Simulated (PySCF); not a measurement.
Molecule: H7OSi2 (cation, charge +1), SMILES [OH+]([SiH3])[SiH3]. Atoms near the plane z = 0.0 Å, at the CAM-B3LYP/def2-SVP optimised geometry (x, y, z in Å): Si1 (-0.4, -0.2, 0.0), H4 (1.1, -0.2, 0.0), H5 (-1.1, 1.2, 0.0), H6 (-1.0, -1.2, 0.9).

Level of theory: PySCF 2.14.0 with CAM-B3LYP/def2-TZVP. Cells within 0.4 Å of a nucleus heavier than hydrogen are left out (blank, or x). The values are rescaled to run from 0 to 1.

```
|5555555555555555555555555555555|
|5555555555555555555555555555555|
|5555555555555555555555555555555|
|5555555555555555555555555555555|
|5555555555555555555555555555555|
|5555555555555555555555555555555|
|5555555555555555555555555555555|
|5555555555555555555555555555555|
|5555555555555555555555555555555|
|5555555555335555555555555555555|
|5555555554004455555555555555555|
|5555555554113455555555555555555|
|5555555554433445555555555555555|
|5555555555446985555555555555555|
|5555555555589x99544455555555555|
|555555555559xxx9733015555555555|
|555555555569xxx9733005555555555|
|5555555555599xx9544345555555555|
|5555555555559997544555555555555|
|5555555555545555555555555555555|
|5555555555555555555555555555555|
|5555555555555555555555555555555|
|5555555555555555555555555555555|
|5555555555555555555555555555555|
|5555555555555555555555555555555|
|5555555555555555555555555555555|
|5555555555555555555555555555555|
|5555555555555555555555555555555|
|5555555555555555555555555555555|
|5555555555555555555555555555555|
|5555555555555555555555555555555|
```
Scale: ten equal steps from 0.000 (start of '0') to 1.00 (end of '9'), in the order '0123456789'; x runs from -3.50 to 3.50, y from -3.50 (bottom) to 3.50 (top).

Question: Which quantity is mapped?
A. Laplacian of the electron density
B. deformation density (molecule minus spherical neutral atoms)
C. log10 of the electron density
D. electron localisation function

Answer: A, Laplacian of the electron density. In full: Laplacian of the electron density (e/bohr⁵), clipped to [-1.50, 1.50].
